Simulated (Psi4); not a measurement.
A dimer, C2H6O ··· H3B (SMILES COC and B); the first 9 atoms form monomer A.

```
13

C      1.1035    -0.2818    -0.2789
O      0.1099    -0.4102     0.7121
C     -1.0913     0.2361     0.3580
H      1.3583     0.7714    -0.4581
H      0.7819    -0.7265    -1.2302
H      1.9894    -0.8060     0.0767
H     -1.7955     0.0880     1.1753
H     -0.9386     1.3134     0.2078
H     -1.5175    -0.1844    -0.5627
B     -4.4152    -0.6793     2.2468
H     -4.5466    -1.6928     1.6382
H     -5.0071     0.2965     1.9120
H     -3.6907    -0.6413     3.1894
```

**Question.** What interaction energy does SAPT0/jun-cc-pVDZ, frozen core in Psi4 give, and which attractive term is the largest?

**Answer.** Total 0.03 kJ/mol: electrostatics 1.07, exchange 1.46, induction -0.49, dispersion -2.00. The most attractive term is dispersion.
